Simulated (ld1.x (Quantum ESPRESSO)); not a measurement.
indium: TM pseudisation with PBE, scalar-relativistic reference atom.

indium, norm-conserving Troullier–Martins (Kleinman–Bylander form), made with ld1.x (Quantum ESPRESSO) 7.5 (PBE, scalar-relativistic). Core [Kr] 4d10, reference 5s1.5 5p1.5. Waves: 5s (bound): rc 1.70 bohr; 5p (bound): rc 2.95 bohr; 5d channel at 0.05 Ry: rc 3.15 bohr. Local part: all-electron potential smoothed inside 2.30 bohr (lloc = -1). Core correction: none.

Calculated quality:

```
Cutoffs needed           : 25 Ry and 50 Ry (the cutoffs (Ry, on a coarse ladder) from which the occupation-weighted sum of valence levels, in a spherical-Bessel basis at the reference potential, stays within 10 and 1 mRy of its value at 400 Ry)
Ghost test               : no extra level below or beside the all-electron valence levels (s, p, d, f tested) (spherical-Bessel basis up to 400 Ry, 20 bohr box)
Largest excitation error : +117 meV (all-electron minus pseudo) for 5s1 5p0, out of 7 test configurations
```

Generation and tests took about 2.6 s on one core of a shared server CPU.
